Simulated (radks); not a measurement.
The platinum ion Pt+, 77 electrons, occupied as [Xe] 4f14 5d9 (the NIST ground configuration). Method: scalar-relativistic Kohn-Sham, r2SCAN, spin-unpolarised, spherical densities, finite nucleus; meta-GGA in the generalised Kohn-Sham scheme; Fermi nuclear charge, rms radius 5.427 fm; computed with a radial shooting solver on a logarithmic mesh with Libxc functionals.

Normalised radial functions P(r) = r R(r), r in bohr:

```
   r/bohr * 5s, o 5d (the largest magnitude, 1.23, reaches the edge; | marks zero, & curves that meet)
0.0008612                             o *
 0.001149                             o *
 0.001532                             o *
 0.002043                             o  *
 0.002725                             o  *
 0.003635                             o   *
 0.004848                             o   *
 0.006466                             o    *
 0.008624                             o   *
   0.0115                             o   *
  0.01534                             o *
  0.02046                             &
  0.02729                          *  |o
   0.0364                       *     | o
  0.04855                      *      |  o
  0.06527                        *    |   o
  0.08705                             | *   o
   0.1161                             |     o  *
   0.1549                             |   o    *
   0.2065                            o|*
   0.2755                 *    o      |
   0.3674               *    o        |
   0.4901                        o    *
   0.6536                             |    o             *
   0.8718                             |             o            *
    1.163                             |                  o *
    1.551                             |         *       o
    2.068                             |  *         o
    2.759                             |*      o
     3.68                             *   o
    4.908                             *o
```

5s: eigenvalue -112.03 eV, 4 radial nodes at r = 0.0202, 0.0810, 0.210, 0.489 bohr, <r> = 0.957 bohr, 90 % of the charge inside 1.37 bohr. 5d: eigenvalue -14.379 eV, 2 radial nodes at r = 0.196, 0.573 bohr, <r> = 1.63 bohr, 90 % of the charge inside 2.56 bohr.
